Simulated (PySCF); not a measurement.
Compound: C₆H₉NOSi.
Cartesian coordinates in Å at the GFN2-xTB level; atoms count from 1:
```xyz
18
C6H9NOSi angstrom
C     -2.717   -1.088    0.897
C     -2.396    0.058    0.328
C     -1.257    0.213   -0.633
O     -0.347    1.155   -0.119
Si     1.171    1.588   -0.408
C      2.526    0.585    0.465
C      2.523   -0.707    0.804
C      1.455   -1.578    0.530
N      0.602   -2.313    0.303
H     -2.167   -1.990    0.687
H     -3.539   -1.170    1.588
H     -2.930    0.971    0.553
H     -1.626    0.586   -1.599
H     -0.768   -0.752   -0.792
H      1.163    2.912    0.200
H      1.523    1.571   -1.834
H      3.418    1.146    0.719
H      3.358   -1.180    1.311
```

Computed at PBE0/pcSseg-1 (PySCF, non-relativistic), with Q(17O) = −0.0256 b, Q(14N) = 0.02044 b: O4, 17O (I = 5/2): χzz = -10.26 MHz, η = 0.285; N9, 14N (I = 1): χzz = -4.545 MHz, η = 0.026.

(1) Find the zero-field quadrupole resonance frequencies of 17O at O4.

(2) Find the zero-field quadrupole resonance frequencies of 14N at N9.

## Answers

(1) From the eigenvalues of H = χ/[4I(2I − 1)] × [3Iz² − I(I + 1) + η(Ix² − Iy²)], steps between neighbouring levels, labelled as for η = 0: ±1/2↔±3/2 1.669 MHz, ±3/2↔±5/2 3.030 MHz (silyl ether oxygen).

(2) From ν± = (3/4)|χ|(1 ± η/3) and ν0 = |χ|η/2: ν+ 3.438 MHz, ν− 3.379 MHz, ν0 0.059 MHz (nitrile nitrogen).

In a crystal, neighbours and librations shift these lines. One conformer (not necessarily the lowest) at the GFN2-xTB geometry, without solvent, vibrations or thermal averaging. GFN2-xTB bond lengths can be off by several hundredths of an ångström, more for odd bonds, and the gradients follow them. These gradients aren't converged with respect to the basis.

These values come from a run that also computed NMR shieldings. Hardware: one thread of an Intel Xeon 6975P-C, no GPU, shared host with 192 logical CPUs at a one-minute load of 54. Cost: 33 s wall (grids of density and orbitals included), 0.88 GiB resident at most.
